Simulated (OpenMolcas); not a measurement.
# How basis sets differ on GeSiH4O (SMILES [SiH3][O][GeH])

GeSiH4O: 7 atoms, total charge 0, spin state singlet. SMILES: `[SiH3][O][GeH]`. Geometry: relaxed at PBE0-D4/def2-TZVP. This is one conformer, not always the lowest.

| atom | x (Å) | y (Å) | z (Å) |
| --- | --- | --- | --- |
| Si | -0.7417 | 0.6509 | -0.2965 |
| O | 0.5335 | -0.1393 | 0.3737 |
| Ge | 1.2614 | -1.7562 | 0.1342 |
| H | -1.4092 | -0.1976 | -1.3238 |
| H | -0.2609 | 1.9013 | -0.9375 |
| H | -1.7225 | 0.9881 | 0.7664 |
| H | 2.4008 | -1.5151 | 1.2380 |

Quantity: the HOMO–LUMO gap, in eV. The values are calculated.

```csv
level,kind,program,value (eV)
HF/ANO-RCC-MB (DKH2),Hartree–Fock,OpenMolcas,10.26
HF/STO-3G,Hartree–Fock,OpenMolcas,11.28
HF/3-21G,Hartree–Fock,OpenMolcas,9.80
HF/ANO-RCC-VDZ (DKH2),Hartree–Fock,OpenMolcas,10.01
HF/def2-SVP,Hartree–Fock,OpenMolcas,9.98
```

All-electron rows without a relativistic Hamiltonian named are non-relativistic. The values span 9.80 to 11.28 eV. A Hartree–Fock LUMO above zero doesn't converge with the basis: it sinks as sets grow more diffuse. Orbital gaps aren't excitation energies.
